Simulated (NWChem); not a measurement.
Molecule: AlHBr2; SMILES [Br][AlH][Br]

Results from NWChem. The geometry was optimised at PBE0/def2-SVP. Total energies compare along this basis series because the functional is fixed.

| level | basis functions | energy (Ha) | highest occupied level (eV) | orbital gap (eV) | dipole (D) | relative time |
|---|---|---|---|---|---|---|
| Hartree-Fock/def2-SVP | 87 | -5386.7683 | -11.48 | 12.70 | 1.12 | 1 |
| Hartree-Fock/def2-SVPD | 114 | -5386.7758 | -11.57 | 12.64 | 1.08 | 2 |
| Hartree-Fock/def2-TZVP | 139 | -5387.4844 | -11.55 | 12.67 | 1.04 | 4 |
| Hartree-Fock/def2-TZVPP | 152 | -5387.4848 | -11.55 | 12.67 | 1.05 | 6 |
| Hartree-Fock/def2-QZVP | 250 | -5387.5903 | -11.55 | 12.50 | 1.08 | 10 |

Times are rough ratios from one shared machine.
